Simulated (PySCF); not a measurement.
Bromine: a sound run and one with changed settings

Sound run: Br [Ar] 3d10 4s2 4p5, Br⁺ [Ar] 3d10 4s2 4p4. Calculation: PySCF 2.14, in cc-pVTZ-PP with ECP10MDF; scalar relativity through the core potential. The sound run starts from symmetry-adapted Hartree-Fock orbitals and uses a fine grid where one is needed.

A second run was set up differently.

| species | method | sound run (hartree) | changed run (hartree) | converged |
| --- | --- | --- | --- | --- |
| Br | UHF | -415.49139 | -415.48808 | no |
| Br | LDA | -416.21932 | -416.19953 | no |
| Br | PBE0 | -416.78045 | -416.77604 | no |
| Br⁺ | UHF | -415.09668 | -415.09274 | no |
| Br⁺ | LDA | -415.77650 | -415.77020 | no |
| Br⁺ | PBE0 | -416.34738 | -416.34429 | no |

Problem. What was changed?
A. too few SCF iterations
B. level shift left on
C. minimal basis
D. radial grid too coarse

Solution. A. It used initial guess minao, at most 3 SCF cycles. The SCF was stopped early; the energies are upper bounds that still move, and correlated levels were skipped or rest on poor orbitals.
